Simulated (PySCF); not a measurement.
Working out the ionisation energy of Sc

Sc [Ar] 3d1 4s2 (2D) → Sc⁺ [Ar] 3d1 4s1 (3D). Computed with PySCF 2.14 in cc-pVDZ-DK, with scalar relativity by spin-free X2C-1e. Frozen: [Ar]. Energies in hartree (1 hartree = 27.21139 eV):

```
             part   Sc (lower)  Sc⁺ (upper)
              UHF  -763.283321  -763.084979
MP2 opposite-spin    -0.024010     0.000000
    MP2 same-spin    -0.002451    -0.002432
```

**Question.** What does Hartree-Fock give?

**Answer.** (-763.084979) − (-763.283321) = 0.198342 hartree = 5.397 eV.

**Question.** What do MP2 and SCS-MP2 (6/5 opposite-spin, 1/3 same-spin) give?

**Answer.** The opposite-spin parts differ by 0.653 eV and the same-spin parts by 0.001 eV. MP2: 5.397 + (0.653) + (0.001) = 6.051 eV. SCS-MP2: 5.397 + 1.2 × (0.653) + (0.001)/3 = 6.181 eV.

Measured between the centres of the two terms (NIST): 6.562 eV, so MP2 (valence) is off by -0.511 eV.

A double-zeta basis recovers only part of the correlation energy.

What remains against the reference includes basis incompleteness, the frozen core and correlation beyond second order.
